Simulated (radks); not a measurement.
Polarisability of the beryllium ion Be3+, 1s1, at imaginary frequency. All-electron calculation, non-relativistic Kohn-Sham, LB94 model potential, spin-unpolarised, spherical densities, point nucleus; without spin polarisation the odd electron is poorly described. Program: a radial shooting solver on a logarithmic mesh with Libxc functionals. Response by self-consistent Sternheimer equations with the Hartree and adiabatic LDA kernel.

w (hartree),alpha1(iw) (bohr^3),alpha2(iw) (bohr^5)
0.00266,0.01930,0.004377
0.0143,0.01930,0.004377
0.0360,0.01930,0.004377
0.0697,0.01930,0.004377
0.118,0.01929,0.004376
0.186,0.01928,0.004375
0.280,0.01926,0.004372
0.413,0.01921,0.004366
0.605,0.01912,0.004353
0.892,0.01891,0.004326
1.35,0.01844,0.004263
2.12,0.01732,0.004106
3.59,0.01459,0.003688
6.94,0.008978,0.002624
17.5,0.002531,0.0009050

Static values: alpha1 = 0.01930 bohr^3 (0.002860 angstrom^3; uncoupled 0.01947), alpha2 = 0.004377 bohr^5, alpha3 = 0.002539 bohr^7. C6 = 0.001814, C8 = 0.002349, triple-dipole C9 = 0.00002589 atomic units. One-pole (London) frequency 4 C6 / (3 alpha1^2) = 6.495 hartree, against 7.439 for minus the highest occupied eigenvalue.
